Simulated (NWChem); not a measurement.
System: C$_{4}$H$_{3}$N$_{2}$, doublet; SMILES [c]1cnccn1

Results from NWChem. Spin-unrestricted. In the optimisation the excess spin sits in a' (Cs, its own frame). No stability test was run on the SCF state. Each level has its own optimisation. Brackets give each atom's bonded neighbours.

```
level                r C–N [C(CN)–N(CC)] (Å)  r C–C [C(CHN)–C(CN)] (Å)  r C–C [C(CHN)–C(CHN)] (Å)  dipole (D)
-------------------  -----------------------  ------------------------  -------------------------  ----------
UHF/STO-3G                               [?]                     1.394                      1.383         [?]
B3LYP/3-21G                            1.296                     1.403                      1.392        1.53
PBE-D3(BJ)/def2-SVP                    1.294                     1.411                      1.405        1.54
```

Question: Fill in the missing entries.

Answer: 
- UHF/STO-3G, r C–N [C(CN)–N(CC)] (Å): 1.322
- UHF/STO-3G, dipole (D): 0.42
